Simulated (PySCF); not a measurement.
Bi(NMe2)(TeH)2, SMILES C[N](C)[Bi]([TeH])[TeH] (C₂H₈BiNTe₂), CAM-B3LYP/def2-SVP optimised geometry.

```
14

Bi     0.57     0.61     0.00
N      0.12     0.96    -2.08
C     -0.04     2.37    -2.40
C     -0.78     0.12    -2.82
H      0.18     2.54    -3.47
H     -1.07     2.75    -2.22
H      0.66     2.99    -1.83
H     -1.85     0.32    -2.61
H     -0.63     0.27    -3.91
H     -0.59    -0.94    -2.61
Te    -2.08     0.64     1.19
H     -2.25     2.25     0.80
Te     0.58    -2.25     0.00
H      2.25    -2.25     0.00
```

Density from PySCF 2.14.0 with CAM-B3LYP/def2-TZVP, def2 effective core potentials past Kr at that geometry. The core electrons that the potentials of Bi, Te replace are not part of the density.

Minimum of the electron density along straight lines between bonded atoms, close to the bond critical point (lines longer than 1.1 times the sum of covalent radii, or with two minima, are not listed):

```
bond      length / Å  ρ at the minimum / e bohr⁻³  ∇²ρ there / e bohr⁻⁵  position (fraction from the first atom)
--------  ----------  ---------------------------  --------------------  ---------------------------------------
Bi1–N2         2.160                        0.107                   [?]                                     0.53
N2–C3          1.446                        0.277                 -0.72                                     0.59
N2–C4          1.443                        0.276                 -0.73                                     0.59
C3–H5          1.106                        0.273                 -0.93                                     0.64
C3–H6          1.111                        0.270                 -0.91                                     0.64
C3–H7          1.103                        0.274                 -0.94                                     0.64
C4–H8          1.110                        0.270                 -0.91                                     0.64
C4–H9          1.106                        0.272                 -0.93                                     0.64
C4–H10         1.099                        0.279                 -0.97                                     0.65
Bi1–Te11       2.904                        0.056                  0.02                                     0.49
Te11–H12       1.665                        0.133                 -0.03                                     0.63
Bi1–Te13       2.861                        0.060                   [?]                                     0.49
Te13–H14       1.664                        0.134                   [?]                                     0.63
```

### Question
Complete the blanks.

### Answer

- Bi1–N2, ∇²ρ there / e bohr⁻⁵: 0.23
- Bi1–Te13, ∇²ρ there / e bohr⁻⁵: 0.01
- Te13–H14, ∇²ρ there / e bohr⁻⁵: -0.04
